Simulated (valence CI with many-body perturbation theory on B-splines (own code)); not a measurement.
Valence orbitals of Ta⁴¹⁺

Computed by configuration interaction combined with many-body perturbation theory (CI+MBPT): four valence electrons over a frozen Dirac-Fock core [Ar] 3d10, a basis of 11 s, 11 p, 9 d, 7 f, 5 g, 2 h, 1 i functions for each j, with the one-electron correlation potential Σ1 (screened to all orders), the two-electron term Σ2, the three-electron term Σ3, Breit, model QED; selected single and double excitations, second order for the rest (own B-spline code, finite nucleus).

The last digits are not significant, and no measured levels were compared; by estimate large intervals hold to a few tenths of a per cent, small ones and those within an open d or f shell to about a per cent.

These are the spectroscopic orbitals of the CI (the correlating ones are not listed), shaped by the core and the other valence electrons. h is the expectation value of the core's Dirac-Fock operator, without the valence repulsion; Σ1 is computed up to l = 3 at one energy for each symmetry, that of its lowest orbital but kept below the first core excitation, so for empty shells it is not the orbital's own correlation shift; Breit and QED include the response of the core.

| Orbital | h (hartree) | Σ1 (cm⁻¹) | Breit (cm⁻¹) | QED (cm⁻¹) | ⟨r⟩ (bohr) |
| --- | --- | --- | --- | --- | --- |
| 4s1/2 | -85.153 | -14428 | 13317 | 10073 | 0.4061 |
| 5s1/2 | -50.961 | -5247 | 5946 | 4596 | 0.6818 |
| 6s1/2 | -33.934 | -2548 | 3100 | 2445 | 1.031 |
| 7s1/2 | -24.22 | -1453 | 1842 | 1461 | 1.451 |
| 4p1/2 | -81.64 | -15314 | 20837 | 364 | 0.4030 |
| 5p1/2 | -49.248 | -5622 | 9391 | 174 | 0.6864 |
| 6p1/2 | -32.984 | -2780 | 5001 | 96.0 | 1.041 |
| 7p1/2 | -23.64 | -1600 | 3001 | 58.4 | 1.467 |
| 4p3/2 | -78.146 | -13244 | 12293 | 1248 | 0.4225 |
| 5p3/2 | -47.609 | -5103 | 5597 | 580 | 0.7113 |
| 6p3/2 | -32.083 | -2576 | 3267 | 317 | 1.072 |
| 7p3/2 | -23.092 | -1501 | 1972 | 192 | 1.503 |
| 4d3/2 | -72.695 | -15101 | 9316 | -490 | 0.4101 |
| 5d3/2 | -45.005 | -5719 | 4324 | -215 | 0.7106 |
| 6d3/2 | -30.643 | -2899 | 2370 | -116 | 1.081 |
| 4d5/2 | -71.943 | -14299 | 5835 | -83.1 | 0.4154 |
| 5d5/2 | -44.642 | -5424 | 2609 | -25.8 | 0.7171 |
| 6d5/2 | -30.439 | -2752 | 1432 | -10.7 | 1.089 |
| 4f5/2 | -66.138 | -14484 | 3656 | -306 | 0.3798 |
| 5f5/2 | -42.058 | -4700 | 1587 | -146 | 0.6947 |
| 4f7/2 | -65.946 | -13898 | 1460 | -160 | 0.3819 |
| 5f7/2 | -41.948 | -4515 | 651 | -71.4 | 0.6972 |
| 5g7/2 | -40.63 |  | 147 | -32.1 | 0.6366 |
| 5g9/2 | -40.586 |  | -13.7 | 0.1 | 0.6378 |

Among the shells of the start configuration 4s2 4p2, Σ1 is largest in size for 4p1/2, where it is 0.085 % of h.

Lowest root of each symmetry, sizes in configuration state functions:

| J | Parity | Roots | Reference | Variational | Second order | Change by selected CI (cm⁻¹) | Change by second order (cm⁻¹) |
| --- | --- | --- | --- | --- | --- | --- | --- |
| 0 | even | 7 | 34 | 16037 | 60359 | -6120 | -1 |
| 1 | even | 11 | 70 | 37856 | 152744 | -4884 | -4 |
| 2 | even | 16 | 106 | 39989 | 284375 | -5629 | -15 |
| 3 | even | 11 | 96 | 39995 | 355320 | -10065 | -35 |
| 4 | even | 6 | 82 | 40000 | 298396 | -6739 | -41 |
| 5 | even | 2 | 47 | 23963 | 217571 | -7331 | -23 |
| 0 | odd | 3 | 16 | 10543 | 52865 | -7907 | -4 |
| 1 | odd | 8 | 44 | 30201 | 148318 | -8562 | -6 |
| 2 | odd | 9 | 57 | 39997 | 250595 | -6362 | -7 |
| 3 | odd | 5 | 53 | 39384 | 274081 | -7362 | -14 |
| 4 | odd | 2 | 37 | 25622 | 300754 | -8087 | -19 |
